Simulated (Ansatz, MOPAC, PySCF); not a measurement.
Potential energy curve for GaMg (anion, charge -1), lowest triplet found (which spin is the ground state isn't settled by this scan).

- PM3, unrestricted, heats of formation (MOPAC)
- UKS-B3LYP/6-31G* = unrestricted B3LYP/6-31G*, spherical d in PySCF
- UHF/3-21G = unrestricted Hartree-Fock/3-21G run with PySCF
- FCI = full CI/aug-cc-pVDZ, cores with 3d frozen (Ansatz, a program for electronic structure)

Energies relative to the lowest point of each curve between 2.30 and 3.30 Å, where full CI is lowest, in kJ/mol; the last columns give the difference from FCI:

```tsv
R / Å	PM3	UKS-B3LYP/6-31G*	UHF/3-21G	FCI	PM3 − FCI	UKS-B3LYP/6-31G* − FCI	UHF/3-21G − FCI
1.91	-23.4	245.0	268.5	278.6	-302.0	-33.6	-10.1
2.03	-7.2	149.9	162.7	175.8	-183.1	-26.0	-13.1
2.19	1.7	71.1	74.5	87.6	-85.9	-16.4	-13.0
2.30	0.0	38.8	38.8	49.8	-49.8	-11.0	-11.0
2.40	2.5	20.0	18.7	27.2	-24.7	-7.1	-8.4
2.52	17.9	7.0	5.6	10.6	7.3	-3.7	-5.1
2.60	35.1	2.4	1.5	4.4	30.7	-2.0	-2.9
2.66	49.8	0.7	0.1	1.6	48.2	-1.0	-1.5
2.73	67.2	0.0	0.0	0.0	67.2	0.0	0.0
2.82	87.5	0.8	1.4	0.0	87.5	0.8	1.4
2.95	109.7	4.1	5.1	2.8	106.8	1.3	2.2
3.11	125.8	10.0	10.7	8.8	117.1	1.2	1.9
3.30	—	14.6	12.3	17.3	—	-2.7	-5.0
```

PM3 is furthest from FCI at 1.91 (-302.0 kJ/mol, below); its mean absolute difference over the points is 92.5 kJ/mol.

UKS-B3LYP/6-31G* is furthest from FCI at 1.91 (-33.6 kJ/mol, below); its mean absolute difference over the points is 8.2 kJ/mol.

UHF/3-21G is furthest from FCI at 2.03 (-13.1 kJ/mol, below); its mean absolute difference over the points is 5.8 kJ/mol.

Dashes: no converged value, or the column stops at the first point that the program doubted or that broke a chosen test of continuity, which isn't proof of a fault.

The scan ran from 1.91 to 9.00 Å; beyond the distances shown full CI changes its symmetry label. Where the anion isn't bound against loss of the electron, the finite basis alone holds it. The unrestricted determinant behind UHF/3-21G is spin-contaminated at 1.91 to 3.11 Å (<S²> up to 2.7, against 2.00 for a pure triplet).
